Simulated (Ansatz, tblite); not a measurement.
Cost and result up the ladder for V₅O₂₂H₁₉ (46 atoms). Total charge 0; singlet. Geometry: r2SCAN-D4/def2-SVP.

Cartesian coordinates in Å:
```
V 1.5008 1.4252 -0.3720
V 0.9019 -2.5230 1.8146
V 2.7643 0.2053 4.0745
V -0.9596 2.4943 -3.6118
V -2.6760 -0.6771 -0.8574
O -0.3360 3.5417 -4.8698
O -4.2306 -0.7965 -0.0636
O -2.6280 1.9242 -4.0383
O -1.0215 3.3418 -2.1485
O -3.0835 -1.7069 -2.2525
O 2.1478 2.1685 -1.8355
O -1.6859 -0.1505 0.4874
O -0.0805 1.1732 -3.4317
O -0.2109 2.0196 -0.1913
O -0.6968 -1.0477 -1.8508
O -2.7421 0.8644 -1.6331
O -2.1849 -2.6208 0.0116
O 2.3455 1.7448 3.4554
O 1.3257 -3.2874 3.3306
O 1.4453 -0.2376 -0.5299
O 2.4034 1.8300 0.8920
O 2.4835 -1.8831 0.9451
O -0.0271 -1.1980 2.0895
O 0.1421 -3.4938 0.7828
O 3.5339 -0.5849 2.9185
O 3.7572 0.3321 5.5131
O 1.2793 -0.6995 4.4537
H 0.3411 3.2618 -5.5035
H -4.2300 -0.7176 0.9036
H -3.2975 2.6148 -4.1702
H -0.7204 2.8516 -1.2638
H -2.3317 -2.1618 -2.6677
H 1.7986 1.7276 -2.6332
H -1.0466 -0.6264 1.1344
H -0.5597 -0.3647 -2.5437
H -0.8848 1.3534 0.1037
H 0.1022 -0.8953 -1.2746
H -2.9326 1.0691 -2.5894
H -2.6234 -3.3224 -0.4894
H 2.4080 1.8975 2.4537
H 1.3748 -2.6157 4.0517
H 2.1319 -1.1549 0.2326
H -1.2711 -2.9644 0.2466
H 3.0592 -1.3902 1.6063
H 4.6416 -0.0619 5.5554
H 0.5732 -0.6589 3.7651
```

Ansatz on 2 threads of AMD EPYC 7R13 on a shared host and a share (18 GiB) of an NVIDIA H100 80GB HBM3; xTB runs through tblite on one thread. Times are rough, summed over both states, and most runs start from the orbitals of an earlier one. PBE0-D4/def2-SVP serves as the yardstick here, not as an exact answer. The other state is a doublet.

The xTB rows come from tblite. Single mean-field runs in def2-SVP are fitted with def2-universal-jkfit. HOMO above LUMO, or a gap near zero within one spin, warns that the state may not be the lowest or that an electron is smeared out. In the singlet geometry the species has come apart into loosely held pieces. In the doublet geometry the species has come apart into loosely held pieces.

Run but left out: PBE-QIDH/def2-SVP (charge +1 doublet: ⟨S²⟩ 1.14, where a pure state has 0.75).

Raw xTB energies of ions are shifted by several eV.

```json
{"level": "GFN2-xTB", "functions": "152", "wall time": "0.52 s"}
{"level": "GFN1-xTB", "functions": "171", "wall time": "0.67 s"}
{"level": "PBE-D4/def2-SVP (with forces)", "functions": "558", "wall time": "24 s"}
{"level": "PBE0-D4/def2-SVP (with forces)", "functions": "558", "wall time": "30 s"}
```

Problem. Estimate what each level gives for the vertical IE (eV).

Solution. 
| level | vertical IE (eV) | difference from PBE0-D4/def2-SVP (eV) | remarks |
| --- | --- | --- | --- |
| GFN2-xTB | 14.15 | 3.97 | – |
| GFN1-xTB | 15.80 | 5.62 | – |
| PBE-D4/def2-SVP (with forces) | 8.98 | -1.20 | gap within one spin near zero (+1 doublet) |
| PBE0-D4/def2-SVP (with forces) | 10.18 | 0.00 | – |
